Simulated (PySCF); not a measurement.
**Polarisability and C₆ of Ce³⁸⁺ (cerium, charge +38)**

[Ar] 3d2, high-spin 3F determinant. Computed with PySCF 2.14 in an even-tempered Gaussian basis (18 s from 6.9 bohr⁻², ratio 2.5; 12 p from 9 bohr⁻², ratio 2.5; 7 d from 9 bohr⁻², ratio 2.5; 4 f from 31 bohr⁻², ratio 2.7; 3 g from 47 bohr⁻², ratio 2.7), with scalar relativity by spin-free X2C-1e. Coupled (time-dependent) response in atomic units; α is the mean over directions.

```tsv
method	mean α (bohr³)	C₆ (like pair)	S(−4)
UHF	0.01009	0.001204	6.996e-05
PBE0	0.01006	0.001198	6.995e-05
```

S(−4) is the Cauchy moment in α(ω) = α(0) + S(−4) ω² + …

Spin-orbit coupling is absent.

α(iu) at UHF:

```csv
u (hartree),α(iu) (bohr³)
0,0.01009
2.00,0.009819
4.00,0.009106
8.00,0.007200
12.0,0.005573
16.0,0.004446
20.0,0.003688
30.0,0.002621
40.0,0.002053
60.0,0.001406
100,0.0007843
```

A single London oscillator, α(iu) = α/(1 + u²/ω²), gives C₆ = (3/4) ω α². Matching the computed C₆ needs ω = 4 × 0.001204 / (3 × 0.01009²) = 15.8 hartree.

For an ion, C₆ is the dispersion term alone; charge-induced terms of lower order in 1/R come first.

Spin-orbit coupling is strong in this species (close to jj coupling), so the high-spin LS determinant is a model state, not a physical level.
